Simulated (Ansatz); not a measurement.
`CBC[SiH2]O` + `B[NH][AlH2]` → `O[SiH2][NH][AlH2]` + `BCBC`  (redistribution)

Computed with Ansatz on PBE0-D4/def2-TZVP structures; ΔE is electronic, products minus reactants. CCSD(T)/CBS is the MP2 limit (def2-TZVPP, def2-QZVPP) plus CCSD(T) − MP2 in def2-TZVPP, frozen cores. Functionals use def2-TZVPP. One conformer a species, not always the lowest.

`CBC[SiH2]O`:

Z-matrix (Å, degrees):
```
C
B 1 1.559
H 1 1.092 2 115.3
H 1 1.097 2 110.5 3 -123.9
H 1 1.098 2 108.9 3 121.9
C 2 1.546 1 123.3 3 -1.3
H 2 1.204 1 118.0 3 176.3
Si 6 1.868 2 110.9 1 89.1
H 6 1.096 2 113.3 1 -27.3
H 6 1.095 2 113.8 1 -153.8
O 8 1.651 6 106.1 2 -179.6
H 8 1.490 6 110.8 2 -59.5
H 8 1.490 6 111.3 2 60.2
H 11 0.958 8 117.4 6 -177.9
```

`B[NH][AlH2]`:

Cartesian coordinates in Å:
```
B -0.621 0.300 -1.224
N -0.593 0.004 0.148
Al 0.912 -0.290 1.097
H -1.662 0.484 -1.792
H 0.420 0.366 -1.819
H -1.493 -0.041 0.608
H 2.296 -0.209 0.346
H 0.742 -0.614 2.637
```

`O[SiH2][NH][AlH2]`:

Cartesian coordinates in Å:
```
O 1.942 -0.792 -0.726
Si 1.035 0.374 0.008
N -0.426 -0.310 0.578
Al -2.084 -0.079 -0.039
H 2.890 -0.656 -0.752
H 0.655 1.445 -0.950
H 1.851 0.956 1.113
H -0.314 -0.974 1.335
H -2.303 0.917 -1.246
H -3.245 -0.882 0.677
```

`BCBC`:

Cartesian coordinates in Å:
```
B 0.399 1.482 -0.907
C 0.755 -0.025 -0.910
B -0.402 -0.770 -0.158
C -0.588 -0.707 1.386
H 0.445 2.108 0.113
H 0.038 2.040 -1.903
H 0.935 -0.427 -1.907
H 1.631 -0.137 -0.253
H -1.191 -1.409 -0.802
H 0.145 -0.103 1.924
H -0.575 -1.724 1.796
H -1.592 -0.330 1.622
```

```csv
species,B2PLYP energy (Eh)
`CBC[SiH2]O`,-471.05444
`B[NH][AlH2]`,-324.93246
`O[SiH2][NH][AlH2]`,-665.35456
`BCBC`,-130.61055
```

(1) Work out ΔE.

Largest T1 diagnostic among the species: 0.012.

## Answers

(1) ΔE = (-665.35456) + (-130.61055) − (-471.05444) − (-324.93246) = 0.02179 Eh = +13.7 kcal/mol. CCSD(T)/CBS gives +13.1 kcal/mol.

Leaving LDA and LC-ωPBE aside and taking each functional with its dispersion term where it has one, the values, not all of them listed here, spread over 1.5 kcal/mol, from B97M-V to PBE-D4. In def2-TZVPP, CCSD(T) changes the Hartree–Fock value by +1.4 kcal/mol (the triples alone add +0.3 kcal/mol) and MP2 by +1.3 kcal/mol.
